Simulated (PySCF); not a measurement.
**Assignment exercise: C8H22N2Si**

Cartesian coordinates in Å; atom numbers follow the order of the lines, from 1:
```xyz
33

Si    0.2997    0.1454    0.1581
C     0.2404    0.3195    2.0379
C    -1.1665    0.2188    2.6201
H     0.7120    1.2767    2.3260
H     0.8895   -0.4662    2.4645
H    -1.1777    0.3197    3.7172
H    -1.8286    0.9965    2.2069
H    -1.6253   -0.7530    2.3751
C     2.0956    0.0208   -0.4081
C     2.9162    1.2596   -0.0568
H     2.0950   -0.1395   -1.5010
H     2.5603   -0.8814    0.0280
H     3.9436    1.2053   -0.4507
H     2.4528    2.1719   -0.4656
H     2.9945    1.3992    1.0335
N    -0.5536    1.5271   -0.4519
C    -0.9441    1.7430   -1.8251
C    -2.3853    2.2079   -1.9604
H    -0.6315    2.3493    0.1364
H    -0.2784    2.4676   -2.3374
H    -0.8200    0.7860   -2.3584
H    -3.0724    1.4716   -1.5153
H    -2.6646    2.3542   -3.0158
H    -2.5425    3.1668   -1.4391
N    -0.5356   -1.2400   -0.4804
C     0.0062   -2.5556   -0.7266
C    -0.0150   -3.4881    0.4785
H    -1.5446   -1.2348   -0.3662
H    -0.5370   -3.0313   -1.5639
H     1.0442   -2.4463   -1.0819
H     0.5810   -3.0727    1.3071
H     0.3908   -4.4821    0.2299
H    -1.0433   -3.6275    0.8499
```

- geometry: PBE0-D3(BJ)/def2-SVP
- NMR shieldings at KT2/pcSseg-1/GIAO
- program: PySCF 2.14
- in vacuum, non-relativistic Hamiltonian, rapidly exchanging positions averaged, one conformer

Scale: 13C, 1H vs TMS (reference shieldings calculated alike).

Question: Assign these signals to the numbered atoms. 13C{1H} NMR (computed): δ 40.5 (CH2), 24.2 (CH3), 9.8 (CH2), 9.3 (CH3).

Answer: 
| δ (ppm) | atoms | environment | reason |
| --- | --- | --- | --- |
| 40.5 | C17/C26 | carbon bonded to C, N, 2 H | – |
| 24.2 | C18/C27 | carbon bonded to C, 3 H | – |
| 9.8 | C2/C9 | carbon bonded to C, Si, 2 H | – |
| 9.3 | C3/C10 | carbon bonded to C, 3 H | – |

C2/C9 and C3/C10 lie closer than the usual error of such a calculation, so a measured spectrum could show them in the other order.

Question: Assign these signals to the numbered atoms. 1H NMR (400 MHz, computed): δ 2.88 (q, 4H), 0.98 (t, 6H), 0.97 (t, 6H), 0.46 (q, 4H), 0.23 (br s, 2H).

Answer: 
2.88 → H20/H21/H29/H30, hydrogen on a carbon bonded to C, N
0.98 → H6/H7/H8/H13/H14/H15, hydrogen on a carbon bonded to C
0.97 → H22/H23/H24/H31/H32/H33, hydrogen on a carbon bonded to C
0.46 → H4/H5/H11/H12, hydrogen on a carbon bonded to C, Si
0.23 → H19/H28, hydrogen on a nitrogen bonded to C, Si

H6/H7/H8/H13/H14/H15 and H22/H23/H24/H31/H32/H33 lie closer than the usual error of such a calculation, so a measured spectrum could show them in the other order.

OH and NH positions are those of a molecule without intermolecular hydrogen bonds; in solution they move with solvent, concentration and temperature, and exchange usually removes their couplings. Shifts are as computed. Against solution values, carbons near 30 ppm lie about +2 ppm off and those near 130 ppm about -5 ppm. Of 1313 compounds with measured shifts, 239 miss one by over three times the rms of a fit or turn the order of signals round; such compounds aren't used in these exercises. No couplings were computed; multiplicities are counted from neighbouring protons, with m where these are inequivalent, close in shift, in a saturated or five-membered ring or joined by F or P, and br s for small geminal =CH2 splittings.
